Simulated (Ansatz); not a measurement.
Born–Oppenheimer molecular dynamics of AlBClH5OSi (10 atoms, charge 0, multiplicity 1). It goes on from the last frame of an earlier run, with new velocities.

Theory: UKS r2SCANh-D4/STO-3G (Ansatz 0.2.0).

```json
{"ensemble": "NVE (velocity Verlet)", "time step": "0.5 fs", "steps asked": "136", "starting velocities drawn for": "50 K", "seed": "237360"}
```

First frame:

```xyz
10
Properties=species:S:1:pos:R:3
Al -0.628 -0.666 1.526
O -0.425 -1.471 0.014
B 0.336 -0.975 -1.002
Si 0.654 1.094 -0.963
Cl -0.253 1.523 0.898
H 0.501 -0.742 2.582
H -1.942 -1.046 2.182
H 0.729 -1.713 -1.944
H -0.441 1.415 -1.895
H 1.800 1.894 -1.163
```

Problem. What does the run give?

Solution. The run went to its last step.

| Quantity | Value |
| --- | --- |
| steps done | 136 |
| time covered | 68 fs |
| mean temperature over the second half | 538 K |
| spread of the potential energy over the second half | 13.5 meV per atom |
| mean potential energy of the second half above the start | -50.6 meV per atom |

The conserved energy stayed within 0.33 meV per atom of its start (net change -0.14 meV per atom), so the integration is sound. The kinetic energy rose, since the run started high on the potential surface and went downhill. A run of 0.068 ps of so small a system gives no equilibrium averages. Limits of this set-up: minimal basis.

Problem. What happens to the structure?

Solution. The same pairs are bonded in the first frame and the last. Pairs count as bonded within 1.25 times the sum of covalent radii (0.12 Å more for H–H). This is one draw of velocities; another would differ in detail.

Problem. How do temperature and energy run in time?

Solution. 
| time (fs) | T (K) | potential energy less start (eV) | conserved less start (meV/atom) |
| --- | --- | --- | --- |
| 0 | 50 | 0.000 | 0.00 |
| 3 | 369 | -0.333 | -0.29 |
| 6 | 514 | -0.481 | -0.11 |
| 9 | 703 | -0.678 | -0.25 |
| 12 | 676 | -0.649 | -0.15 |
| 15 | 673 | -0.646 | -0.25 |
| 18 | 492 | -0.459 | -0.16 |
| 21 | 535 | -0.503 | -0.13 |
| 24 | 740 | -0.716 | -0.24 |
| 27 | 673 | -0.646 | -0.13 |
| 30 | 639 | -0.612 | -0.24 |
| 33 | 496 | -0.463 | -0.13 |
| 36 | 436 | -0.402 | -0.23 |
| 39 | 325 | -0.284 | -0.05 |
| 42 | 589 | -0.560 | -0.22 |
| 45 | 734 | -0.709 | -0.19 |
| 48 | 707 | -0.682 | -0.25 |
| 51 | 530 | -0.497 | -0.13 |
| 54 | 474 | -0.441 | -0.19 |
| 57 | 377 | -0.340 | -0.13 |
| 60 | 467 | -0.433 | -0.15 |
| 63 | 699 | -0.673 | -0.28 |
| 66 | 620 | -0.591 | -0.19 |

Time of the run: 17 min on 1 thread of Arm Neoverse V1, with other jobs on the host, peak memory 0.22 GiB.
